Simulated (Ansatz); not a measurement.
Coupled-cluster diagnostics for Cu₄O⁺, Ansatz.

Geometry of the doublet (B3LYP-D4/def2-SVP):

```xyz
5

O     0.460    0.576    0.830
Cu   -0.219   -1.667   -1.681
Cu   -0.260   -1.145    0.667
Cu   -0.801    1.842    1.183
Cu    0.818    0.394   -0.999
```

Correlated methods freeze 37 core orbitals. In CCSD on the charge 1 doublet the largest single amplitude is 0.18, so its Hartree–Fock determinant may place the open shell otherwise than the density functionals do. No other spin state of charge 1 was run. Another isomer (doublet) lies 0.08 eV lower at PBE0-D4/def2-TZVP; other spin states weren't run for this one.

(1) Estimate the CCSD(T) correlation energy, the shares of MP2 and (T), T1 and the reference's ⟨S²⟩ for: charge 1, doublet, own geometry in def2-SVP; and the rough time on 4 threads of Intel Xeon Platinum 8259CL on a shared host.

Results:

(1) 
```tsv
state	basis	correlation (eV)	MP2 share (%)	(T) share (%)	T1	⟨S²⟩ (pure)	wall time
charge 1, doublet, own geometry	def2-SVP	-36.813	106.2	4.8	0.043	0.81 (0.75)	81 s
```
Customary marks for T1 are 0.02 (closed shells), 0.045 (open shells) and about 0.05 (3d metals). T1 exceeds 0.02 in 1 of 1 rows and 0.045 in 0; the higher it lies, the less the single-reference result can be trusted.
